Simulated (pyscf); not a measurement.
PySCF, gas phase, ωB97X-D3(BJ)/def2-SVP geometries. MP2 and CC: frozen core, UHF for open shells. ΔMP2 is the change of the MP2 total energy from the triple- to the quadruple-zeta basis.

Problem. What is the homolytic dissociation enthalpy (298 K, CCSD(T)/def2-TZVPP + ΔMP2(QZVPP)) of the Br–Si bond of HO–SiH₂–Br, to HO–SiH₂• + Br•?

Solution. Br–Si to HO–SiH₂• + Br•: 4.40 eV. Other isomers of HO–SiH₂• were not searched in full and may lie lower. The CCSD(T) − MP2 part came from Ansatz, without density fitting, on the same reference. The frozen core leaves the outer d or s,p core shells of the metals and heavy elements correlated in the MP2 and CC values, and def2-TZVPP describes them poorly, which can shift differences by a few kcal/mol. Left out: the spin-orbit lowering of Br, which is large for Br, Se, Te and I. Elements up to Kr have no core potential and no relativistic terms here.
